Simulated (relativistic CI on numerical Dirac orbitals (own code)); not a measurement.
The 7-electron sequence from N I to Fe XX

These numbers are calculated, not measured: Dirac-Coulomb-Breit CI, separate exchange-only KLI orbitals for each configuration, model QED, unscaled Slater integrals (own radial code, finite nucleus).

CI space (outside the closed core 1s2): 2s2 2p3, 2s 2p4, 2p5, 2p4 3s, 2s2 2p2 3s, 2p4 3p, 2p4 3d. Levels of other configurations are missing.

Energies above each ion's lowest level, in eV. Levels are followed by their leading LS label, which can pass from one level to another where the coupling changes.

| Ion | 2s2 2p3 4S°_3/2 | 2s2 2p3 2D°_5/2 | 2s2 2p3 2D°_3/2 | 2s2 2p3 2P°_3/2 | 2s2 2p3 2P°_1/2 | 2s 2p4 4P_5/2 | 2s 2p4 4P_3/2 |
| --- | --- | --- | --- | --- | --- | --- | --- |
| N I | 0 | 2.7762 | 2.7773 | 3.6937 | 3.6939 | 11.235 | 11.242 |
| O II | 0 | 3.7196 | 3.722 | 5.0673 | 5.0677 | 15.054 | 15.074 |
| F III | 0 | 4.6292 | 4.6332 | 6.4061 | 6.4064 | 18.928 | 18.969 |
| Ne IV | 0 | 5.5228 | 5.5278 | 7.7326 | 7.7316 | 22.825 | 22.901 |
| Mg VI | 0 | 7.2865 | 7.2861 | 10.384 | 10.369 | 30.686 | 30.888 |
| Al VII | 0 | 8.1631 | 8.1502 | 11.724 | 11.688 | 34.655 | 34.96 |
| Si VIII | 0 | 9.0397 | 9.0012 | 13.086 | 13.012 | 38.656 | 39.098 |
| P IX | 0 | 9.9192 | 9.8346 | 14.483 | 14.345 | 42.695 | 43.318 |
| S X | 0 | 10.805 | 10.645 | 15.932 | 15.689 | 46.779 | 47.633 |
| Cl XI | 0 | 11.702 | 11.425 | 17.454 | 17.051 | 50.918 | 52.062 |
| Ar XII | 0 | 12.617 | 12.169 | 19.075 | 18.437 | 55.12 | 56.625 |
| K XIII | ? | ? | ? | ? | ? | ? | ? |
| Ca XIV | 0 | 14.535 | 13.535 | 22.734 | 21.323 | 63.768 | 66.249 |
| Sc XV | 0 | 15.563 | 14.161 | 24.846 | 22.847 | 68.244 | 71.367 |
| Ti XVI | 0 | 16.66 | 14.763 | 27.201 | 24.451 | 72.848 | 76.731 |
| V XVII | 0 | 17.85 | 15.361 | 29.849 | 26.157 | 77.606 | 82.383 |
| Cr XVIII | 0 | 19.16 | 15.987 | 32.845 | 27.994 | 82.546 | 88.366 |
| Mn XIX | 0 | 20.627 | 16.687 | 36.252 | 29.999 | 87.705 | 94.731 |
| Fe XX | 0 | 22.292 | 17.516 | 40.138 | 32.214 | 93.125 | 101.53 |

Fill in the row of K XIII.

2s2 2p3 4S°_3/2 0, 2s2 2p3 2D°_5/2 13.558, 2s2 2p3 2D°_3/2 12.873, 2s2 2p3 2P°_3/2 20.823, 2s2 2p3 2P°_1/2 19.857, 2s 2p4 4P_5/2 59.399, 2s 2p4 4P_3/2 61.346 (eV).

The lowest level keeps the configuration 2s2 2p3 and J = 3/2 throughout.

Between Z = 23 and 26 the energy of 2s2 2p3 2D°_5/2 follows a local power law Z^1.8. For orientation: electrostatic splittings inside a shell grow about linearly with the screened charge, excitations that change n as its square, and fine structure as its fourth power; written in Z itself the exponents are larger, since the screened charge grows faster in proportion.

The members near neutrality are the least accurate: they can be off by several eV, miss lower levels of configurations outside the list, or start from a wrong lowest level.
